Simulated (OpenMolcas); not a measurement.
# Cr3+: moving the ligands

Cr3+ with 6 ligands (fluoride) in tetragonal octahedral coordination (D4h) at 1.93 Å, the axial distance 2.026 Å. A charge of +0.5 e stands 2.4 Å behind each ligand. Ligand basis ANO-RCC-VDZP.
```
Cr    0.0000    0.0000    0.0000
F     1.9300    0.0000    0.0000
F     0.0000    1.9300    0.0000
F    -1.9300    0.0000    0.0000
F     0.0000   -1.9300    0.0000
F     0.0000    0.0000    2.0265
F     0.0000    0.0000   -2.0265
```

```json
{"Program": "OpenMolcas 26.06", "Method": "CASSCF", "Basis": "ANO-RCC-VTZP [6s5p3d2f1g]", "Scalar Hamiltonian": "DKH2, point nucleus", "Active space": "3 electrons in 5 orbitals (3d)", "State averaging": "2S+1 = 4 even, 10 roots; 2S+1 = 2 even, 40 roots", "Spin-orbit coupling": "state interaction with AMFI integrals over the reference wave functions"}
```

Runs around this geometry, states (labels of D4, the rotations of D4h). Energies in cm-1 above the lowest state or level, χT in cm3 K/mol.

| R (Å) | Axial / equatorial distance | Ground state | First state of that spin | First gap with spin-orbit (degeneracies) | χT at 300 K | First state of another spin |
| --- | --- | --- | --- | --- | --- | --- |
| 1.8 | 1.05 | 4B1 | 4E 16563 | 0.3 (2, 2) | 1.841 | 2A1 19548 |
| 1.93 | 1.05 | 4B1 | 4E 11510 | 0.6 (2, 2) | 1.822 | 2A1 19569 |
| 1.93 | 1.103 | 4B1 | 4E 9713 | 1.5 (2, 2) | 1.815 | 2A1 19435 |

Taking the first state of the same spin as R^-n, n = -ln(11510 / 16563) / ln(1.93 / 1.8) = 5.2 between the shortest and longest distance.

Without dynamic correlation the repulsion within the d shell is too large (B by tens of per cent), so at a given field states of lower spin stand too high. Ligand-to-metal charge-transfer states are missing. With no ligand orbital active B as a rule stays too high, so bands that hang on it stand too high and its fall with covalency is understated. With metal d orbitals alone and no dynamic correlation the field as a rule comes out too small, by tens of per cent, by up to half for chloride and softer ligands. No measured value stands beside these numbers; the geometry is a model, was not optimised and need not be the one that this ion takes.
